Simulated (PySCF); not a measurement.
Unknown compound

The spectra below were simulated for a compound C7H9FO.

¹H NMR (400 MHz, computed): δ 9.88 (m, 1H), 5.57 (m, 1H), 2.83 (m, 1H), 2.55 (m, 1H), 2.53 (m, 1H), 2.37 (m, 1H), 2.11 (m, 1H), 2.05 (m, 1H), 1.88 (m, 1H).

¹³C{¹H} NMR (computed): δ 203.4, 78.7, 54.4, 35.3, 33.4, 28.5, 16.6.

PySCF calculation with coordinates at the PBE0-D3(BJ)/def2-SVP level and shieldings: GIAO PBE0/pcSseg-1; non-relativistic, no solvent model, a single conformation.

Scale: ¹H (σref 31.27), ¹³C (σref 184.41) against TMS (reference shieldings calculated alike).

**Question.** Choose the structure that fits.
A. C=C[C@H]1CCC(F)=CO1
B. O=C[C@@]12CC[C@@H]1C[C@H]2F
C. O=C[C@@]12CC[C@@H]1C[C@@H]2F
D. O=C1C[C@@H]2C[C@H](F)[C@H]1C2
E. C#C[C@@H]1CC[C@]1(F)OC
F. C=C1C(=C)[C@H](F)[C@@H]1OC

**Answer.** C. 

1. Rings plus π bonds: 3 (2 rings in the answer).
2. 7 carbon signals for 7 carbons: no two carbons are equivalent.
3. Carbon types of the structure: 1 × C, 3 × CH, 3 × CH2, which accounts for all hydrogens.
4. δC 203.4: aldehyde carbonyl carbon; low-lying n→π* states of the double bond to the heteroatom give a large paramagnetic term (-263 ppm).
5. δC 78.7: sp3 CH bonded to F; the inductive effect lowers its shielding.
6. δC 54.4: quaternary sp3 carbon α to a carbonyl; the adjacent C=O deshields it moderately.
7. δH 9.88: hydrogen on an aldehyde carbonyl carbon; deshielded by the polar, anisotropic C=O bond.
8. δH 5.57: hydrogen on an sp3 CH bonded to F; its carbon carries F, an electronegative neighbour.

The others: C=C[C@H]1CCC(F)=CO1 has carbons computed at 152.0, 144.4, 134.9, 123.3, 76.3, 29.1, 21.8; C=C1C(=C)[C@H](F)[C@@H]1OC would give 7 signals for carbon-bound and other non-exchanging H, not 9; O=C1C[C@@H]2C[C@H](F)[C@H]1C2 has carbons computed at 212.9, 92.8, 57.7, 46.2, 39.6, 38.0, 36.0; O=C[C@@]12CC[C@@H]1C[C@H]2F has carbons computed at 201.2, 94.2, 54.6, 38.7, 35.1, 24.3, 18.5; C#C[C@@H]1CC[C@]1(F)OC would give 7 signals for carbon-bound and other non-exchanging H, not 9.

Splittings by ¹⁹F in the carbon and heteronuclear signals aren't shown, as no couplings were computed. Shifts are as computed. Against solution values, carbons near 30 ppm lie about +2 ppm off and those near 130 ppm about +5 ppm. Of 1211 compounds with measured shifts, 218 miss one by over three times the rms of a fit or turn the order of signals round; such compounds aren't used in these exercises. No couplings were computed; multiplicities are counted from neighbouring protons, with m where these are inequivalent, close in shift, in a saturated or five-membered ring or joined by F or P, and br s for small geminal =CH2 splittings.
